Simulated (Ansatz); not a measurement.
(H2B-mu-NH2)2 (B₂N₂H₈). The state is a singlet with charge 0. Geometry PBE-D4/def2-SVP; atoms count from 1.

```csv
atom,x (Å),y (Å),z (Å)
B1,-0.057,0.803,-0.770
H2,-1.005,1.578,-0.850
H3,0.824,0.981,-1.603
N4,-0.538,-0.731,-0.723
B5,0.059,-0.804,0.769
H6,-0.818,-0.988,1.605
H7,1.010,-1.575,0.843
N8,0.535,0.732,0.724
H9,-0.085,-1.350,-1.404
H10,-1.551,-0.872,-0.794
H11,1.547,0.876,0.798
H12,0.078,1.349,1.403
```

(1) Estimate the Mulliken populations from the PBE0/def2-TZVP orbitals of Ansatz.

(2) And the Mayer bond orders between bonded heavy atoms (over 0.3)?

## Answers

(1) 
```json
{"atom": "B1", "charge (e)": "-0.11"}
{"atom": "H2", "charge (e)": "-0.03"}
{"atom": "H3", "charge (e)": "-0.03"}
{"atom": "N4", "charge (e)": "-0.33"}
{"atom": "B5", "charge (e)": "-0.11"}
{"atom": "H6", "charge (e)": "-0.03"}
{"atom": "H7", "charge (e)": "-0.03"}
{"atom": "N8", "charge (e)": "-0.33"}
{"atom": "H9", "charge (e)": "0.24"}
{"atom": "H10", "charge (e)": "0.24"}
{"atom": "H11", "charge (e)": "0.24"}
{"atom": "H12", "charge (e)": "0.24"}
```
Mulliken values and Mayer orders depend strongly on the basis.

(2) B1–N4 0.80 (1.61 Å); B1–N8 0.80 (1.61 Å); N4–B5 0.80 (1.61 Å); B5–N8 0.80 (1.61 Å).
